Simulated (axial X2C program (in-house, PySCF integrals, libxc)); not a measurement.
What spin–orbit coupling does to KBr⁺

Calculated with an in-house relativistic program for diatomic molecules. Spin-free means the one-electron spin-free X2C Hamiltonian; two-component (2c) means X2C with spin–orbit coupling and atomic mean-field two-electron Coulomb and Gaunt terms, so the difference of the two also holds small scalar two-electron terms. Basis: Br dyall-cv3z [8s9p6d4f1g], K dyall-cv3z [11s12p6d3f] (cores contracted in-house); Gaussian nuclei, density fitting, unrestricted open shells. Masses: Br 78.918 u, K 38.964 u.

Spin-free state: M_S = 1/2, Λ = 1 (beyond evenly filled blocks: π+α, π+β, π-α); fragments Br + K+.

```
  level  Re (Å)  ωe (cm⁻¹)  De (eV)  μ (D)
   PBE0   3.363       88.0    0.185   9.42
     HF   3.512       74.6    0.056  10.14
    MP2   3.359       89.7    0.230    n/a
   CCSD   3.385       87.0    0.227    n/a
CCSD(T)   3.373       88.4    0.217    n/a
  TPSSh   3.390       83.7    0.125   9.50
```

Correlated methods: 15 electrons correlated (number of frozen shells: Br 3 s, 2 p, 1 d; K 2 s, 1 p), 253 virtual spin orbitals or spinors in MP2, 90 natural virtuals in coupled cluster.

Dipoles are positive if K is the positive end and refer to the centre of mass.

(1) Within this multiplet, which Ω should lie lowest by the rule for regular and inverted multiplets?

Two-component determinant lowest at the distance of the search:

Ω = 3/2 (⟨Sz⟩ = 0.50, ⟨Lz⟩ = 1.00 at HF); fragments Br + K+.

```csv
level,Re (Å),ωe (cm⁻¹),De (eV),μ (D)
PBE0,3.364,88.1,0.239,9.41
HF,3.512,74.7,0.045,10.14
MP2,3.359,89.8,0.236,n/a
CCSD,3.386,87.1,0.230,n/a
CCSD(T),3.374,88.6,0.222,n/a
TPSSh,3.390,83.8,0.228,9.50
```

(2) From the two tables, how do the constants change at the CCSD(T) level (2c against spin-free)?

The state is a single determinant with fixed occupations, the lowest that a limited PBE0 search found. Dissociation energies refer to the lowest single-determinant-based atoms at the same level and basis. Density functionals use the spin component along the axis (collinear). Coupled cluster ran in a truncated set of natural virtual spinors; the MP2 energy of the rest was added. (T) has no such correction and the atoms are truncated less, which lowers De at CCSD(T) by a hundredth of an eV or more. Other states lie close and PBE0, whose exact exchange favours high spin, may order them wrongly; the determinant shown need not be the ground state. The nearest other spin-free determinant of the search, M_S = 1/2, Λ = 0, lies 0.25 eV up at the distance of the search. Without a current term, density functionals place determinants with orbital angular momentum somewhat too high. The atomic limit has a lower orbital projection than the molecule and lies lower at mean-field level, so De may be about a tenth of an eV too small.

## Answers

(1) The open π shell holds three electrons, one hole, so the multiplet is inverted: Ω = Λ + 1/2 = 3/2. The PBE0 2c search agrees.

(2) At the CCSD(T) level Re is unchanged within 0.001 Å and ωe stays the same within 0.2 cm⁻¹; De changes by 0.005 eV.
